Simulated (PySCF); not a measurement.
# TDDFT excited states: C8H6S

Compound: benzo[c]thiophene, C8H6S.
InChI=1S/C8H6S/c1-2-4-8-6-9-5-7(8)3-1/h1-6H

Computed, not measured: TDDFT CAM-B3LYP/def2-SVPD, vertical, gas phase, core orbitals frozen in the response (PySCF 2.14.0, density-fitted response routines). Geometry: GFN2-xTB; no solvent, vibrations or thermal averaging.

```tsv
state	λ (nm)	E (eV)	f	symmetry	main configurations (H = HOMO, L = LUMO)
S1	320.6	3.87	0.078	B1 or B2	H→L (98%)
S2	257.1	4.82	0.105	A1	H-1→L (75%), H→L+4 (23%)
S3	222.9	5.56	0.0045	B1 or B2	H→L+1 (84%)
S4	212.6	5.83	0.0025	B1 or B2	H→L+5 (92%)
S5	212.5	5.84	0.0001	–	H→L+3 (53%), H→L+2 (35%)
S6	201.9	6.14	0.0017	–	H-2→L (94%)
S7	199.0	6.23	0.0003	–	H→L+2 (52%), H→L+3 (39%)
S8	195.6	6.34	1.087	A1	H→L+4 (72%), H-1→L (21%)
```

Triplets (Tamm–Dancoff): T1 2.30 eV, H→L (94%); T2 3.84 eV, H-1→L (94%); T3 4.05 eV, H→L+5 (49%), H-2→L (45%).

The lowest singlet lies at 3.87 eV (321 nm, ultraviolet) and is of moderate strength; its leading configuration is HOMO→LUMO (98%). The most intense listed level is S8 at 6.34 eV (196 nm, f = 1.087), 2.47 eV above S1. It is the last of those listed, so stronger ones may follow. S4/S5 lie within about 0.01 eV of each other. Löwdin shares by element: HOMO carbon 62% or more (atoms not listed hold the other 38%); LUMO carbon 36% or more, sulfur 19% (atoms not listed hold the other 45%). Of the 8 states listed, 3 reach f = 0.01 and 2 stay under 0.0005. The listed states span 2.47 eV, and the widest gap between neighbours is 0.96 eV (S1 to S2). Orbital energies (eV): HOMO-3 -11.02, HOMO-2 -9.58, HOMO-1 -8.31, HOMO -7.02, LUMO -0.59, LUMO+1 1.26, LUMO+2 1.47. No computed singlet lies in the visible range (380 to 750 nm); the lowest, at 321 nm, stands 0.60 eV above its violet end (3.26 eV); a Tamm–Dancoff triplet lies at 538 nm, without intensity as long as spin–orbit coupling is left out. Symmetry labels in C2v follow from the direction of the transition dipole and are given only for states with f of 0.002 or more; B1 and B2 swap with the choice of axes. Singlets were solved by full linear response, triplets in the Tamm–Dancoff approximation.

Time: 58 s of wall time. Hardware: Arm Neoverse V1, one thread (shared host).
